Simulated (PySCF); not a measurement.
Molecule: `InChI=1S/C6H14O/c1-5-7-6(2,3)4/h5H2,1-4H3`.

Atom-mapped SMILES (the numbers label the heavy atoms): `[CH3:1][CH2:2][O:3][C:4]([CH3:5])([CH3:6])[CH3:7]`. Each H is labelled by its parent atom.

Geometry PBE0-D3(BJ)/def2-SVP throughout; GIAO in PySCF 2.14.0 with density-fitted response routines, gas phase, one conformer, non-relativistic; equivalent atoms averaged; basis pcSseg-1.

**Question.** How do the shifts δ (against TMS, H2O at the same level) depend on the functional? (ppm; last column core-seconds on shared hosts with different chips, so compare them loosely)

**Answer.** 
```
functional                    kind    C4    C2  C5/C6/C7    C1    O3  H(C2)  H(C5)/H(C6)/H(C7)  H(C1)  core-s
      BP86                     GGA  74.7  59.8      28.8  18.5  99.7   3.51               1.21   1.21      39
      OPBE                     GGA  70.2  56.9      26.8  18.0  90.1   3.41               1.17   1.17      44
       KT2                     GGA  73.2  58.8      27.9  18.2  99.8   3.50               1.21   1.21      40
      PBE0           global hybrid  70.7  57.1      28.4  18.1  86.3   3.28               1.16   1.20      43
      WP04           global hybrid  75.8  60.0      28.4  19.5  80.9   3.16               1.13   1.15      27
     B97-2           global hybrid  70.4  57.1      28.1  18.5  83.9   3.29               1.16   1.20      26
 CAM-B3LYP  range-separated hybrid  71.2  57.6      29.0  18.4  87.1   3.27               1.17   1.23      36
   LC-wPBE  range-separated hybrid  68.7  55.8      28.4  17.7  71.9   3.16               1.15   1.20      47
```

**Question.** Which nucleus moves most, in ppm?

**Answer.** O3 (ether oxygen): from 71.9 ppm with LC-wPBE to 99.8 ppm with KT2. The smallest spread is 0.08 ppm, at H(C1). Proton shifts span only some 12 ppm, so a few tenths of a ppm matter as much there as several ppm in carbon.
